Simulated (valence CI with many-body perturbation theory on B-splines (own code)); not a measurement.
Results of a calculation; reference values are marked as such.
Energy levels of Nb10+

Method: configuration interaction combined with many-body perturbation theory (CI+MBPT): three valence electrons over a frozen Dirac-Fock core [Ar] 3d10, radial functions for each j: 9 s, 9 p, 8 d, 6 f, 3 g, 1 h, with the one-electron correlation potential Σ1 (screened to all orders), the two-electron term Σ2, the three-electron term Σ3, Breit, model QED; selected single and double excitations, second order for the rest, scaled by the run's own slope (own B-spline code, finite nucleus).

No measured levels were compared; by estimate levels hold to about 250 cm⁻¹ or 0.2 % of their energy and the worst to 1 %, as in measured heavy ions of charge 2 to 7; those with d or f electrons hold less well.

Levels 1 to 32 of 32, with energies above the lowest level, 4s²4p ²P°_1/2. "Leading %" is the weight of the configuration and term that name the level; weights of strongly mixed levels are sums over their largest components and can fall short, so below about 35 % the name and the second component can differ from the true leading terms, or belong to a minority configuration. In the jj column 3d3/2^4 stands for four electrons in 3d with j = 3/2.

```
No.  Configuration  Term    J  E (eV)  Leading %      g              Leading jj
  1          4s²4p   ²P°  1/2   0.000         98  0.665       4s^2 4p1/2 (98 %)
  2          4s²4p   ²P°  3/2   2.966         98  1.334       4s^2 4p3/2 (98 %)
  3          4s4p²    ⁴P  1/2  22.574         96  2.639       4s 4p1/2^2 (62 %)
  4          4s4p²    ⁴P  3/2  23.969         99  1.727   4s 4p1/2 4p3/2 (93 %)
  5          4s4p²    ⁴P  5/2  25.335         92  1.570   4s 4p1/2 4p3/2 (60 %)
  6          4s4p²    ²D  3/2  29.871         90  0.819   4s 4p1/2 4p3/2 (73 %)
  7          4s4p²    ²D  5/2  30.509         86  1.231       4s 4p3/2^2 (58 %)
  8          4s4p²    ²S  1/2  34.132         49  1.390   4s 4p1/2 4p3/2 (43 %)
  9          4s4p²    ²P  1/2  37.129         52  1.307       4s 4p3/2^2 (70 %)
 10          4s4p²    ²P  3/2  37.893         94  1.320       4s 4p3/2^2 (69 %)
 11          4s²4d    ²D  3/2  48.382         92  0.800       4s^2 4d3/2 (92 %)
 12          4s²4d    ²D  5/2  48.816         92  1.200       4s^2 4d5/2 (92 %)
 13            4p³   ⁴S°  3/2  56.555         45  1.444    4p1/2^2 4p3/2 (80 %)
 14            4p³   ⁴S°  3/2  57.920         46  1.363    4p1/2 4p3/2^2 (90 %)
 15            4p³   ²D°  5/2  58.178         83  1.200    4p1/2 4p3/2^2 (83 %)
 16            4p³   ²P°  1/2  62.471         89  0.665    4p1/2 4p3/2^2 (89 %)
 17            4p³   ²P°  3/2  63.749         70  1.325          4p3/2^3 (77 %)
 18         4s4p4d   ⁴F°  3/2  66.563         96  0.416   4s 4p1/2 4d3/2 (86 %)
 19         4s4p4d   ⁴F°  5/2  67.184         95  1.036   4s 4p1/2 4d3/2 (45 %)
 20         4s4p4d   ⁴F°  7/2  68.146         95  1.243   4s 4p1/2 4d5/2 (51 %)
 21         4s4p4d   ⁴F°  9/2  69.602        100  1.334  4s 4p3/2 4d5/2 (100 %)
 22         4s4p4d   ⁴P°  5/2  70.519         64  1.492   4s 4p1/2 4d5/2 (88 %)
 23         4s4p4d   ⁴D°  3/2  70.946         52  1.406   4s 4p1/2 4d3/2 (46 %)
 24         4s4p4d   ⁴D°  1/2  71.210         83  0.395   4s 4p1/2 4d3/2 (69 %)
 25         4s4p4d   ⁴P°  1/2  72.735         85  2.280   4s 4p3/2 4d3/2 (96 %)
 26         4s4p4d   ⁴D°  5/2  72.815         64  1.317   4s 4p3/2 4d3/2 (70 %)
 27         4s4p4d   ⁴D°  3/2  72.817         43  1.306   4s 4p3/2 4d3/2 (88 %)
 28         4s4p4d   ⁴D°  7/2  72.908         94  1.419   4s 4p3/2 4d5/2 (64 %)
 29         4s4p4d   ²D°  3/2  73.154         64  1.015   4s 4p3/2 4d5/2 (47 %)
 30         4s4p4d   ²D°  5/2  73.376         44  1.294   4s 4p3/2 4d5/2 (68 %)
 31         4s4p4d   ²F°  5/2  75.042         82  0.919   4s 4p1/2 4d5/2 (41 %)
 32         4s4p4d   ²F°  7/2  77.221         98  1.143   4s 4p3/2 4d5/2 (67 %)
```

Names give the largest LS component (configuration and term), which can be under half, so a name can repeat, a term be missing and a line seem to break the LS rules; names also repeat where a configuration has a term twice.

Where two levels of one J and parity lie close, their mixing, g and order are uncertain.

The ionisation energy to 4s² ¹S0 of the next ion comes out as 200.83 eV (NIST: 200.28 ± 0.06 eV (semi-empirical)). All 32 levels together are meant to be complete up to 78.042 eV.
